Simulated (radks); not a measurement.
Question: The mean radii <r> (bohr) of the occupied orbitals of an atom or ion are listed with their occupations. Method: Dirac Kohn-Sham, OLYP, spin-unpolarised, spherical densities, finite nucleus; Fermi nuclear charge, rms radius of each element as measured or else 0.836 A^(1/3) + 0.57 fm; computed with a radial shooting solver on a logarithmic mesh with Libxc functionals.

| orbital | occ. | <r> |
|---|---|---|
| 1s1/2 | 2 | 0.04030 |
| 2s1/2 | 2 | 0.1775 |
| 2p1/2 | 2 | 0.1522 |
| 2p3/2 | 4 | 0.1563 |
| 3s1/2 | 2 | 0.5098 |
| 3p1/2 | 2 | 0.5108 |
| 3p3/2 | 4 | 0.5212 |
| 3d3/2 | 4 | 0.5209 |
| 3d5/2 | 6 | 0.5246 |
| 4s1/2 | 2 | 1.421 |
| 4p1/2 | 1.66667 | 1.613 |
| 4p3/2 | 3.33333 | 1.644 |

Name the element and its charge. Open shells, if any, are shared by 2j + 1.

Answer: Z = 37, rubidium, charge +2: Rb2+ in [Ar] 3d10 4s2 4p5. The 1s radius gives Z: for a bare nucleus <r> = (2 gamma + 1)/(2Z) with gamma = sqrt(1 - (Z/c)^2), 0.03954 bohr for Z = 37, and screening makes it slightly larger (0.04030 here). The occupations add up to 35, and the charge is Z minus that.
